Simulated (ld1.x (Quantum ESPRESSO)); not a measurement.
## Co (Z = 27), TM: configuration errors across variants

| Item | Value |
| --- | --- |
| Element | Co |
| Generator | ld1.x (Quantum ESPRESSO) 7.5 |
| Type | norm-conserving Troullier–Martins (Kleinman–Bylander form) |
| Functional | PBE |
| Relativity | non-relativistic |
| Frozen core | [Ne] |
| Valence charge | 17 |
| Reference configuration | 3s2 3p6 3d7 4s2 4p0 |
| Partial waves | 3p (bound): rc 1.35 bohr; 3d (bound): rc 1.30 bohr; 3s (bound): rc 0.85 bohr |
| Local potential | the s channel |
| Core correction | none |

Occupied shells without a wave of their own: 4s. They enter only through the test configuration that unscreens the potential.

All-electron excitation energies from the reference (eV): (1) 3s2 3p6 3d7 4s1 4p0 8.880; (2) 3s2 3p6 3d7 4s0 4p0 25.423; (3) 3s2 3p6 3d6 4s0 4p0 61.525; (4) 3s2 3p6 3d8 4s1 4p0 -1.540; (5) 3s1 3p6 3d7 4s2 4p0 108.011; (6) 3s2 3p6 3d6 4s2 4p0 15.542; (7) 3s2 3p6 3d7 4s1.5 4p0 3.539.

For the base: The 4s level has no wave, so the channel is fitted at the deeper level alone: the likely source of the large errors.

On the changes marked as counting shells twice: ld1.x takes every shell without a wave as core, so the model core holds the marked electrons as well and exchange and correlation see them twice. This cancels in the reference configuration, but the file is broken for other ones, and its errors say nothing about a proper core correction.

3 further variants failed, have other tests or another functional or relativity, and are left out.

Errors AE − PS in meV (a dash: test not solved or not reliable):

| change | (1) | (2) | (3) | (4) | (5) | (6) | (7) | bound ghosts |
| --- | --- | --- | --- | --- | --- | --- | --- | --- |
| base | -101 | -259 | -404 | -52 | -43 | +13 | -44 | none |
| core correction full core density, not smoothed (it rises at the typed radius of 1.02 bohr, so ld1.x skipped the fit) (4s counted twice) | -242 | -874 | -1287 | -75 | -84 | -25 | -77 | none |
| wave 3p (bound): rc 1.35 bohr becomes 3p (bound): rc 1.80 bohr | -102 | -260 | -414 | -55 | -57 | +6.6 | -44 | none |
| local potential the p channel | -119 | -304 | -475 | -60 | -38 | +16 | -52 | none |
| wave 3d (bound): rc 1.30 bohr becomes 3d (bound): rc 1.26 bohr | -102 | -260 | -403 | -52 | -33 | +12 | -44 | none |
| wave 3s (bound): rc 0.85 bohr becomes 3s (bound): rc 0.78 bohr | -70 | -179 | -282 | -36 | -46 | +11 | -31 | none |
| wave 3s (bound): rc 0.85 bohr becomes 3s (bound): rc 0.84 bohr | -101 | -259 | -404 | -52 | -43 | +13 | -44 | none |

Give the same row for: all radii scaled by about 0.95 (s 0.80, p 1.28, d 1.24 bohr).

-78, -200, -311, -40, -27, +9.9, -34; bound ghosts: none.
